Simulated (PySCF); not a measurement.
# Relaxation of triplet PtSCl2

All numbers come from UPBE in PySCF with Pt def2-SVP with ECP60, S def2-SVP, Cl def2-SVP; scalar-relativistic core potentials, no spin–orbit coupling; density-fitted integrals. A (50,194) grid was used.

A hand-made trigonal planar start, of C2v symmetry, held to at least that symmetry:

Coordinates in bohr (charge 0 multiplicity 3):
```
Pt   -0.0375   -0.0649    0.0000
S    -1.9839   -3.4361    0.0000
Cl    4.1578   -0.0649    0.0000
Cl   -2.1350    3.5683    0.0000
```

Optimiser trace:
```
step  E − E(last) (kJ/mol)  largest gradient (Eh/bohr)
   0                 42.57                     0.03273
   1                 20.14                     0.00846
   2                 10.76                     0.00915
   3                  4.01                     0.01078
   4                  1.25                     0.00750
   5                  0.01                     0.00122
   6                  0.00                     0.00027
```

It ends at C2v with Pt–Cl 2.276 Å (×2), Pt–S 2.120 Å; Cl–Pt–Cl 149.2°, Cl–Pt–S 105.4° (×2) (after a last refinement on a finer grid). The frequency run here used a shortcut that can spoil soft modes, so no verdict on minimum or saddle point is given. Other isomers or separated fragments may lie lower.

Final geometry:
Z-matrix (Å, degrees; charge 0 multiplicity 3):
```
Pt
S  1 2.1201
Cl 1 2.2756 2 105.39
Cl 1 2.2756 2 105.39 3 180.00
```

Open d and f shells are described by one determinant, and the ground state may have another occupation or spin. No spin–orbit coupling is included, which matters more the heavier the element.

The relaxation took roughly 40 core-seconds on a shared host.
